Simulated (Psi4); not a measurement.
CH₃Cl₃Sn, charge +1, doublet, geometry from GFN2-xTB (such geometries of metal compounds can be far from the true shape) (a state made from the parent by changing its charge; the spin is typed, not shown lowest) (all electrons, no relativity); HF/STO-3G in Psi4 1.11.

The Psi4 input:
```
memory 2 GB

molecule {
1 2
  C    -2.42894918   -0.34951557    0.10512035
  Sn   -0.11256443   -0.01619755    0.00487158
  Cl    0.69693254   -1.41027332   -1.66927410
  Cl    0.22416278    2.22841157   -0.49496942
  Cl    0.74012552   -0.57909556    2.09234901
  H    -2.52298231   -1.39404234    0.38209361
  H    -2.75334588    0.35236142    0.86586213
  H    -2.76250924   -0.11507398   -0.90004999
}

set basis sto-3g
set reference uhf
set scf_type pk
set puream true
set d_convergence 1e-8

energy('scf')
print_variables()
```

Question: Predict the main parts of the log of this Psi4 run.

Answer: 
```
   => Loading Basis Set <=

    Name: STO-3G
    Role: ORBITAL
    Keyword: BASIS

         ---------------------------------------------------------
                                   SCF
               by Justin Turney, Rob Parrish, Andy Simmonett
                          and Daniel G. A. Smith
                              UHF Reference
         ---------------------------------------------------------

  ==> Geometry <==

    Molecular point group: c1
    Full point group: C1

    Geometry (in Angstrom), charge = 1, multiplicity = 2:

       Center              X                  Y                   Z               Mass
    ------------   -----------------  -----------------  -----------------  -----------------
         C           -2.459575305379    -0.353922539405     0.106445789168    12.000000000000
         SN          -0.143190555379    -0.020604519405     0.006197019168   119.902201630000
         CL           0.666306414621    -1.414680289405    -1.667948660832    34.968852682000
         CL           0.193536654621     2.224004600595    -0.493643980832    34.968852682000
         CL           0.709499394621    -0.583502529405     2.093674449168    34.968852682000
         H           -2.553608435379    -1.398449309405     0.383419049168     1.007825032230
         H           -2.783972005379     0.347954450595     0.867187569168     1.007825032230
         H           -2.793135365379    -0.119480949405    -0.898724550832     1.007825032230

  Running in c1 symmetry.

  Rotational constants: A =      0.04322  B =      0.04322  C =      0.03227 [cm^-1]
  Rotational constants: A =   1295.81829  B =   1295.81829  C =    967.43733 [MHz]
  Nuclear repulsion =  868.708979253051211

  Charge       = 1
  Multiplicity = 2
  Electrons    = 109
  Nalpha       = 55
  Nbeta        = 54

  ==> Algorithm <==

  SCF Algorithm Type is PK.
  DIIS enabled.
  MOM disabled.
  Fractional occupation disabled.
  Guess Type is SAD.
  Energy threshold   = 1.00e-06
  Density threshold  = 1.00e-08
  Integral threshold = 1.00e-12

  ==> Primary Basis <==

  Basis Set: STO-3G
    Blend: STO-3G
    Number of shells: 32
    Number of basis functions: 62
    Number of Cartesian functions: 64
    Spherical Harmonics?: true
    Max angular momentum: 2

  ==> Integral Setup <==

  Using in-core PK algorithm.
   Calculation information:
      Number of atoms:                   8
      Number of AO shells:              32
      Number of primitives:             96
[...]
   @UHF iter  13: -7366.10415296194878   -5.27507e-11   1.53059e-08 DIIS
   @UHF iter  14: -7366.10415296194606    2.72848e-12   2.35647e-09 DIIS
  Energy and wave function converged.

  ==> Post-Iterations <==

   @Spin Contamination Metric:   1.999056990E-02
   @S^2 Expected:                7.500000000E-01
   @S^2 Observed:                7.699905699E-01
   @S   Expected:                5.000000000E-01
   @S   Observed:                5.000000000E-01

    Orbital Energies [Eh]
    ---------------------

    Alpha Occupied:

[...]
      55A     -0.599879

    Alpha Virtual:

[...]
      62A      0.419520

    Beta Occupied:

[...]
    Beta Virtual:

[...]
    Final Occupation by Irrep:
              A
    DOCC [    54 ]
    SOCC [     1 ]
    NA   [    55 ]
    NB   [    54 ]

  @UHF Final Energy: -7366.10415296194606

   => Energetics <=

    Nuclear Repulsion Energy =            868.7089792530512113
    One-Electron Energy =              -11892.4173761915735668
    Two-Electron Energy =                3657.6042439765760719
    Total Energy =                      -7366.1041529619460562

  UHF NO Occupations:
  HONO-2 :   53  A 1.9990613
  HONO-1 :   54  A 1.9935367
  HONO-0 :   55  A 1.0000000
  LUNO+0 :   56  A 0.0064633
  LUNO+1 :   57  A 0.0009387
  LUNO+2 :   58  A 0.0009239
  LUNO+3 :   59  A 0.0009239

Computation Completed

Properties will be evaluated at   0.000000,   0.000000,   0.000000 [a0]

Properties computed using the SCF density matrix

 Multipole Moments:

 ------------------------------------------------------------------------------------
     Multipole            Electronic (a.u.)      Nuclear  (a.u.)        Total (a.u.)
 ------------------------------------------------------------------------------------

 L = 1.  Multiply by 2.5417464519 to convert [e a0] to [Debye]
 Dipole X            :          3.6556890           -6.3662483           -2.7105593
 Dipole Y            :          0.5260383           -0.9160763           -0.3900381
 Dipole Z            :         -0.1582113            0.2755192            0.1173079
 Magnitude           :                                                    2.7409894

 ------------------------------------------------------------------------------------

  Variable Map:
  ----------------------------------------------------------------------------
[...]
  Array Variable Map:
  ----------------------------------------------------------------------------
[...]
[...]
```
